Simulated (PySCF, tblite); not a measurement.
Compound: C3H11NOSi4.
Structure used (GFN2-xTB), in Å, numbered top down from 1:
```
atom  x, y, z in Å
C1    -3.7304   -0.4153   -1.4186
C2    -2.9159   -0.2975   -0.5469
C3    -1.9148   -0.1544    0.4741
Si4   -1.0869    1.5679    0.3234
N5     0.2385    1.2579   -0.7450
Si6    0.8977   -0.3185   -1.0843
O7     2.4465   -0.4119   -0.5821
Si8    3.6442   -0.1759    0.4773
Si9   -0.5587   -1.5051    0.2299
H10   -4.4606   -0.5187   -2.1642
H11   -2.4068   -0.2516    1.4445
H12   -1.9657    2.5675   -0.2880
H13   -0.6270    2.0185    1.6480
H14    0.7142    2.0614   -1.1208
H15    1.0598   -0.4489   -2.5337
H16    3.1422   -0.4104    1.8321
H17    4.1126    1.2027    0.3301
H18    4.6558   -1.1540    0.0868
H19   -0.0813   -1.8911    1.5744
H20   -1.1685   -2.7121   -0.3497
```

Method used: PBE0/pcSseg-1 in PySCF (dipole) on a GFN2-xTB geometry, gas phase.

Masses are those of the commonest isotopes; rigid-rotor values at the optimised geometry. The values belong to one conformer with, in the numbering `[CH:1]#[C:2][C@@H:3]1[SiH2:4][NH:5][Si@@H:6]([O:7][SiH3:8])[SiH2:9]1`, N5–Si6–O7–Si8 45°, C2–C3–Si4–N5 -90°, C3–Si4–N5–Si6 -18°, Si4–N5–Si6–O7 -117°, N5–Si6–Si9–C3 16°.

**Question.** Give the principal moments of inertia and the rotational constants in cm⁻¹.

**Answer.** Ia = 289.05, Ib = 1027.28, Ic = 1124.52 u·Å²; 505379 MHz·u·Å²/I gives 1748, 492.0 and 449.4 MHz, that is A = 0.05832, B = 0.01641, C = 0.01499 cm⁻¹.

**Question.** Classify the top.

**Answer.** A near-prolate asymmetric top; Ray's κ = -0.935.

**Question.** Is it planar, by Δ = Ic − Ia − Ib?

**Answer.** Not planar: Δ = Ic − Ia − Ib = -191.81 u·Å². For a rigid frame Δ = −2 Σ m c², so Σ m c² = 95.90 u·Å² lies off the ab plane: 22.87 from hydrogen and 73.04 from heavier atoms. The atom farthest from that plane is 2.35 Å away.

**Question.** List the rotational levels J(Ka,Kc) to J = 4 (K).

**Answer.** Above 0(0,0), as E/k:
J = 1: 1(0,1) 0.045, 1(1,1) 0.105, 1(1,0) 0.108
J = 2: 2(0,2) 0.135, 2(1,2) 0.194, 2(1,1) 0.200, 2(2,1) 0.381, 2(2,0) 0.381
J = 3: 3(0,3) 0.271, 3(1,3) 0.326, 3(1,2) 0.338, 3(2,2) 0.516, 3(2,1) 0.517, 3(3,1) 0.823, 3(3,0) 0.823
J = 4: 4(0,4) 0.451, 4(1,4) 0.503, 4(1,3) 0.523, 4(2,3) 0.697, 4(2,2) 0.698, 4(3,2) 1.004, 4(3,1) 1.004, 4(4,1) 1.433, 4(4,0) 1.433
The levels of one J sum to (2J + 1)J(J + 1)(A + B + C)/3.

**Question.** Predict some low-J microwave lines.

**Answer.** The dipole components are |μa| = 0.72 D, |μb| = 0.73 D, |μc| = 0.37 D. Intensities carry the squares of the components, which stand as 0.97 : 1.00 : 0.26 (a : b : c). Some lines, for components of 0.1 D or more:

```
type  branch         J(Ka,Kc)    MHz  lower level (cm⁻¹)
   a       Q  4(1,3) ← 4(1,4)    425               0.349
   c       Q  1(1,1) ← 1(0,1)   1256               0.031
   b       Q  2(1,1) ← 2(0,2)   1343               0.094
   b       Q  4(1,3) ← 4(0,4)   1503               0.313
   a       R  4(3,2) ← 3(3,1)   3768               0.572
   c       R  2(2,0) ← 1(1,0)   5696               0.075
   c       R  2(2,1) ← 1(1,1)   5737               0.073
   b       Q  4(3,2) ← 4(2,3)   6392               0.484
   c       R  3(2,1) ← 2(1,1)   6599               0.139
   b       R  4(3,2) ← 3(2,1)  10152               0.359
   b       R  4(3,1) ← 3(2,2)  10157               0.359
   b       R  4(4,1) ← 3(3,0)  12710               0.572
```

Its lowest GFN2-xTB frequency is 19i cm⁻¹, too small to tell a flat minimum from a shallow saddle. Constants of a rigid frame at the computed geometry: no zero-point averaging, no centrifugal distortion. A rigid rotor knows nothing of internal rotation, which can split or shift real lines. Quadrupole hyperfine structure (14N) is left out.
